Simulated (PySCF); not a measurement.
C3H4F3S (charge -1).
Geometry (GFN2-xTB, Å), atoms numbered from 1 in this order:
```xyz
11
C3H4F3S angstrom
C      1.2488   -0.3484   -0.1806
C      0.1092    0.5773    0.2408
S      0.0957    2.1188   -0.7011
C     -1.2053   -0.1437    0.0653
F     -2.2848    0.5448    0.4655
F     -1.2646   -1.3008    0.8235
F     -1.4626   -0.5676   -1.1810
H      2.1913    0.1729   -0.0330
H      1.2487   -1.2751    0.3984
H      1.1476   -0.5807   -1.2393
H      0.1813    0.8052    1.3156
```

The closed-shell SCF was solved with PySCF and density fitting under several settings on one GFN2-xTB geometry (grid level 2 and gas phase unless stated).

```
                                 settings  basis functions  SCF cycles     E (Eh)  HOMO (eV)  LUMO (eV)
                            PBE0/pcSseg-1              146          13  -813.8927       0.03       5.85
PBE/6-31G, fitting basis def2-qzvpp-jkfit               75          11  -813.7526       1.42       6.15
```

Problem. Estimate the rows for these settings: (1) revPBE/pcseg-1; (2) PBE0/aug-cc-pVDZ, damping 0.3 at the start, DIIS from the seventh cycle, fitting basis def2-qzvpp-jkfit; (3) wB97X/def2-TZVP, energy threshold 1e-07 Eh, damping 0.2 at the start, DIIS from the seventh cycle.

Solution. 
```
                                                                                               settings  basis functions  SCF cycles     E (Eh)  HOMO (eV)  LUMO (eV)
                                                                                         revPBE/pcseg-1              122          14  -814.1949       1.07       5.09
PBE0/aug-cc-pVDZ, damping 0.3 at the start, DIIS from the seventh cycle, fitting basis def2-qzvpp-jkfit              201          13  -814.0124      -0.50       2.91
      wB97X/def2-TZVP, energy threshold 1e-07 Eh, damping 0.2 at the start, DIIS from the seventh cycle              247          11  -814.6008      -2.47       7.37
```

Problem. Over all rows, what range does the HOMO–LUMO gap span?

Solution. From 3.41 eV (PBE0/aug-cc-pVDZ, damping 0.3 at the start, DIIS from the seventh cycle, fitting basis def2-qzvpp-jkfit) to 9.84 eV (wB97X/def2-TZVP, energy threshold 1e-07 Eh, damping 0.2 at the start, DIIS from the seventh cycle). The functional of the narrowest has 25 % exact exchange, that of the widest range-separated exact exchange.

Problem. Compare two rows with the functional PBE0: PBE0/pcSseg-1 and PBE0/aug-cc-pVDZ, damping 0.3 at the start, DIIS from the seventh cycle, fitting basis def2-qzvpp-jkfit. Which energy is lower, and by how much?

Solution. PBE0/aug-cc-pVDZ, damping 0.3 at the start, DIIS from the seventh cycle, fitting basis def2-qzvpp-jkfit (201 functions) lies 0.1197 Eh or 75 kcal/mol below PBE0/pcSseg-1 (146 functions).

Cycle counts include a coarse-grid stage where the run had one. The HOMO energy is positive at PBE/6-31G, PBE0/pcSseg-1 and revPBE/pcseg-1; such an orbital is held in place by the finite basis.
